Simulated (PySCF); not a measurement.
## Magnetisability: `N#CCC(=C)C(N)=O`, C5H6N2O

Cartesian coordinates in Å; atom numbers follow the order of the lines, from 1:
```xyz
14

C    -1.045   -1.029   -0.776
C    -0.394   -0.257    0.082
C    -1.005    0.951    0.746
C    -0.554    2.134    0.054
N    -0.185    3.047   -0.525
C     1.010   -0.539    0.530
N     1.843   -0.975   -0.441
O     1.356   -0.401    1.683
H    -0.594   -1.904   -1.213
H    -2.068   -0.833   -1.052
H    -0.655    1.000    1.782
H    -2.097    0.917    0.721
H     2.808   -1.143   -0.204
H     1.579   -0.969   -1.410
```

Method used: PySCF 2.14.0, GIAO wB97X-D/pcSseg-1 magnetisability, rotational g tensor and spin-rotation constants, non-relativistic, gas phase. Geometry: GFN2-xTB.

Question: How diamagnetic is it, and how anisotropic?

Answer: Isotropic -1015 × 10⁻³⁰ J/T², or -61.1 × 10⁻⁶ cm³/mol; principal values -1259, -935, -851 × 10⁻³⁰ J/T², anisotropy 373 × 10⁻³⁰ J/T² (root of half the summed squared differences of the principal values). The susceptibility is in cgs units.

Question: Split it along the inertial axes a, b, c into diamagnetic and paramagnetic parts about the centre of mass, with the quadrupole moment.

Answer: 
```tsv
axis	χ (10⁻⁶ cm³/mol)	diamagnetic (10⁻⁶ cm³/mol)	paramagnetic (10⁻⁶ cm³/mol)	summed x² of all electrons (Å²)	quadrupole Θ (D Å)
a	-61.7	-495.4	433.8	151.6	-7.21
b	-56.1	-837.2	781.2	71.1	+3.03
c	-65.7	-944.8	879.1	45.7	+4.18
```
Anisotropies 2χaa − χbb − χcc = -1.6 and 2χbb − χaa − χcc = +15.3 × 10⁻⁶ cm³/mol. Θ is traceless in Buckingham's convention.

Question: And the rotational g tensor?

Answer: 
| axis | rotational constant (GHz) | g | nuclear part | electronic part |
| --- | --- | --- | --- | --- |
| a | 2.9822 | -0.0267 | 0.5810 | -0.6077 |
| b | 1.5332 | -0.0221 | 0.5405 | -0.5626 |
| c | 1.3492 | -0.0138 | 0.5435 | -0.5572 |

Asymmetric top; isotopes 12C, 1H, 14N, 16O; no vibrational averaging.
